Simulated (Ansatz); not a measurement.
Geometry optimisation, UKS PBE-D4/def2-mTZVP (Ansatz).

Input file:

```yaml
crystal:
  periodic: [false, false, false]
  atoms:
    - { symbol: Ge, position_ang: [0.3497, 0.6945, -1.024] }
    - { symbol: O, position_ang: [-0.7409, -0.8444, 0.0608] }
    - { symbol: H, position_ang: [0.2262, -0.3103, 0.6937] }
    - { symbol: H, position_ang: [-0.5619, 1.7617, -0.2117] }
    - { symbol: H, position_ang: [1.2188, 0.4511, 0.5971] }
    - { symbol: H, position_ang: [-0.492, -1.7527, -0.1159] }
magnetization:
  spin_polarized: true
basis:
  gaussian: { orbitals: def2-mTZVP }
hamiltonian:
  xc: pbe
  dispersion: d4
relax:
  f_tol: 0.15
  max_steps: 25
  restrain:
    - { distance: [2, 1], at: 0.97, k: 30.0 }
    - { distance: [0, 1], at: 3.16, k: 30.0 }
    - { distance: [0, 2], at: 2.81, k: 30.0 }
output:
  orbitals: {}
```

Launched with:

```bash
$ ansatz run input.yaml --threads 2 --pin off --max-ram 3072MiB --backend cpu --events-out ev --progress --plain --runs-dir out
```

Problem. Where does it end, and by what steps?

Solution. It converged. The restraints hold the end off the free minimum. After 7 steps the energy has fallen by 0.443 eV (the restraints' own energy left out); H3 moved furthest, 0.59 Å. Parted: Ge1–O2. Joined: O2–H3.

```csv
step,energy less start (eV),largest force component (eV/Å),accepted
0,0.0000,2.031,yes
1,0.1940,2.883,yes
2,0.3647,3.062,yes
3,0.2005,2.950,yes
4,-0.3292,1.252,yes
5,-0.3933,0.900,yes
6,-0.4305,0.652,yes
7,-0.4428,0.328,yes
```

```xyz
6
Properties=species:S:1:pos:R:3
Ge 0.594 1.161 -1.146
O -0.878 -1.195 0.326
H -0.221 -0.676 0.828
H -0.438 2.034 -0.273
H 1.323 0.658 0.224
H -0.380 -1.983 0.041
```

The run took 9 s on 2 threads of Arm Neoverse V2, on a shared host, peak memory 0.13 GiB.
